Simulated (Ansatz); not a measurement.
Correlation energies of ClGe2H4 (`[Cl][GeH][GeH3]`) radical by basis set

```xyz
7

Cl   -0.290   -2.081    1.836
Ge   -0.197   -1.419   -0.227
Ge   -0.148    1.022   -0.201
H     1.082   -2.088   -0.798
H    -1.451    1.518    0.438
H     1.060    1.527    0.604
H    -0.057    1.521   -1.652
```

Total charge 0; spin multiplicity 2. Correlated methods include outer-core shells of Ge, which these sets cover unevenly. Scalar relativity is left out up to krypton. All single points use the PBE0-D4/def2-TZVP geometry. Frozen core, unrestricted reference, the Gaussian-basis code of Ansatz.

```csv
basis,HF (Eh),MP2 corr.,CCSD corr.,(T),CCSD(T) total
def2-SVP,-4611.90729,-0.57818,-0.60384,-0.01651,-4612.52764
def2-TZVPP,-4612.59742,-0.68473,-0.71916,-0.02732,-4613.34390
def2-QZVPP,-4612.69470,-1.23052,–,–,–
```
